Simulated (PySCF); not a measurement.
B3LYP has the VWN-RPA correlation part, as in Gaussian. Excitations are Tamm–Dancoff values on a coarser integration grid. The basis has no diffuse functions, so Rydberg states are missing or too high.

Cartesian coordinates (Å):
SMILES: [SiH3][Ga]([F])[F]
```xyz
7

F      2.3515    -1.2996     0.2641
Ga     1.2753     0.0863     0.1056
F      2.2030     1.5831     0.1424
Si    -1.1079    -0.0663    -0.1037
H     -1.6623    -0.3299     1.2422
H     -1.4303    -1.1835    -1.0162
H     -1.6293     1.2100    -0.6343
```
Charge 0, multiplicity 1.

Task: What is the computed brightest of the four lowest singlets (TDA), T1 excitation (TDA) and total energy (B3LYP-D3(BJ)/def2-TZVP in PySCF)?

Result: 
```yaml
brightest of the four lowest singlets (TDA): 7.10 eV
T1 excitation (TDA): 5.10 eV
total_energy: -2416.1101 Ha
```
